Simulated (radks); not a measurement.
Values are calculated unless marked as measured or tabulated.
Task: Species: the samarium ion Sm+. Configuration: [Xe] 4f5 6s2 (not the ground configuration). Level of theory: scalar-relativistic Kohn-Sham, BLYP, spin-polarised, spherical densities, finite nucleus; open shells are filled with parallel spins first (spin-orbit coupling, left out, can overturn this in heavy ions); Fermi nuclear charge, rms radius 5.0819 fm (a radial shooting solver on a logarithmic mesh with Libxc functionals). Some entries of the table are withheld. Estimate them.

| orbital | occ. | eigenvalue (eV) | <r> (bohr) | <1/r> (bohr^-1) |
|---|---|---|---|---|
| 1s up | 1 | -46692.18 | 0.02274 | 68.81 |
| 1s down | 1 | -46692.18 | 0.02274 | 68.81 |
| 2s up | 1 | -7642.434 | 0.09701 | 15.93 |
| 2s down | 1 | -7642.405 | 0.09701 | 15.93 |
| 2p up | 3 | -6819.758 | 0.08547 | 14.95 |
| 2p down | 3 | -6819.738 | 0.08547 | 14.95 |
| 3s up | 1 | -1686.994 | 0.2551 | 5.825 |
| 3s down | 1 | -1685.314 | 0.2549 | 5.830 |
| 3p up | 3 | -1429.785 | 0.2534 | 5.491 |
| 3p down | 3 | -1428.115 | 0.2532 | 5.496 |
| 3d up | 5 | -1081.076 | 0.2311 | 5.212 |
| 3d down | 5 | -1079.786 | 0.2309 | 5.216 |
| 4s up | 1 | -348.7119 | 0.5785 | 2.451 |
| 4s down | 1 | -344.4737 | 0.5785 | 2.450 |
| 4p up | 3 | -264.0394 | 0.6121 | 2.256 |
| 4p down | 3 | -259.8274 | 0.6122 | 2.256 |
| 4d up | 5 | -145.1772 | 0.6677 | 1.983 |
| 4d down | 5 | -141.0276 | 0.6685 | 1.981 |
| 5s up | 1 | (1) | 1.375 | 0.9652 |
| 5s down | 1 | (2) | 1.393 | 0.9506 |
| 5p up | 3 | -34.7392 | 1.594 | 0.8217 |
| 5p down | 3 | -33.1272 | 1.622 | 0.8049 |
| 4f up | 5 | (3) | 0.9048 | 1.441 |
| 4f down | 0 | (4) | 0.9437 | 1.408 |
| 6s up | 1 | -9.9412 | 3.608 | 0.3503 |
| 6s down | 1 | -9.7189 | 3.664 | 0.3448 |

Result: 
(1) 5s up eigenvalue (eV): -55.8562
(2) 5s down eigenvalue (eV): -53.6863
(3) 4f up eigenvalue (eV): -17.5973
(4) 4f down eigenvalue (eV): -13.9717
